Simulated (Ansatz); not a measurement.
`CCC(C)(C)C` and `C[C](C)(C)[In]([F])[Cl]` differ in one atom or group.

Ansatz, PBE0-D4/def2-TZVP geometries, multiplicity 1. 

Elements past krypton have def2 core potentials.

```tsv
property	`CCC(C)(C)C`
size of the dipole moment (ωB97M-V/def2-TZVPP) / D	0.06
HOMO–LUMO gap (ωB97M-V/def2-TZVPP) / eV	13.40
LUMO energy (ωB97M-V/def2-TZVPP) / eV	2.45
HOMO–LUMO gap (PBE0/def2-TZVPP) / eV	9.69
HOMO–LUMO gap (PBE/def2-TZVPP) / eV	7.58
LUMO energy (PBE/def2-TZVPP) / eV	0.25
```

Task: What does the change do to each property? (An estimate is asked.)

Result: The calculation gave: 
```tsv
property	`C[C](C)(C)[In]([F])[Cl]`	shift
size of the dipole moment (ωB97M-V/def2-TZVPP) / D	4.75	4.69
HOMO–LUMO gap (ωB97M-V/def2-TZVPP) / eV	9.96	-3.44
LUMO energy (ωB97M-V/def2-TZVPP) / eV	0.13	-2.32
HOMO–LUMO gap (PBE0/def2-TZVPP) / eV	6.09	-3.60
HOMO–LUMO gap (PBE/def2-TZVPP) / eV	4.12	-3.46
LUMO energy (PBE/def2-TZVPP) / eV	-2.53	-2.78
```

With PBE0 the HOMO rises by 0.89 eV and the LUMO falls by 2.71 eV, so the gap narrows by about 3.60 eV. PBE moves the HOMO by 0.68 eV and ωB97M-V by 1.12 eV. Dipoles are sizes alone; their direction can turn.
